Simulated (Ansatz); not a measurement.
Pulling on the Pb1–H2 bond in CH4OPb (SMILES C[O][PbH]) (multiplicity 1 held, fragments rigid). Energies count from the point at 1.878 Å.
Geometry at that point (charge 0, multiplicity 1):
```
atom    x (Å)    y (Å)    z (Å)
----  -------  -------  -------
Pb    -0.1809  -0.2465   0.3404
H     -1.2280  -0.7418  -1.1382
O      1.0053   1.0693  -0.7791
C      0.8971   1.3487  -2.1557
H      0.7105   2.4184  -2.3063
H      1.8370   1.1000  -2.6624
H      0.0880   0.7879  -2.6394
```

R- and RO- levels are restricted; in cc, def2 and unpolarised 6-31G sets they are followed outwards from rest. U- levels take the lowest unrestricted solution at each point, which mixes spins at long bonds. Active spaces are followed from a long bond inwards. Levels need not reach the same state.

Cores are frozen in the correlated methods. Filled d and f shells under p-block atoms count as core.

The values were computed with Ansatz (an electronic-structure program).  In def2 rows elements past Kr take small-core potentials, without spin–orbit coupling.

Energies in kcal/mol.

```tsv
R (Å)	R-HF/def2-SVP	R-MP2/def2-SVP	R-SCS-MP2/def2-SVP	U-CCSD/def2-SVP	FIC-MRCISD+Q on CASSCF(2,2)/def2-SVP
1.503	23.6	24.9	25.0	25.4	25.6
1.690	4.0	4.7	4.7	5.0	5.0
1.878	0.0	0.0	0.0	0.0	0.0
2.066	3.8	3.1	3.1	2.7	2.6
2.254	11.4	10.0	9.9	9.0	8.7
2.536	25.4	23.0	22.7	21.0	20.0
2.817	40.0	36.2	35.7	32.9	30.9
3.287	62.2	55.5	54.6	47.7	44.7
3.757	80.7	70.2	68.6	54.1	52.3
4.320	98.4	81.3	78.6	56.1	55.8
5.071	115.5	86.0	80.9	56.5	57.0
6.011	128.6	79.9	71.0	56.6	57.3
```

Doubts at one or more of the structures used: a restricted determinant that unrestricted orbitals would lower (R-HF/def2-SVP, R-MP2/def2-SVP, R-SCS-MP2/def2-SVP); a spin-contaminated determinant (U-CCSD/def2-SVP); T1 above 0.05 (U-CCSD/def2-SVP).
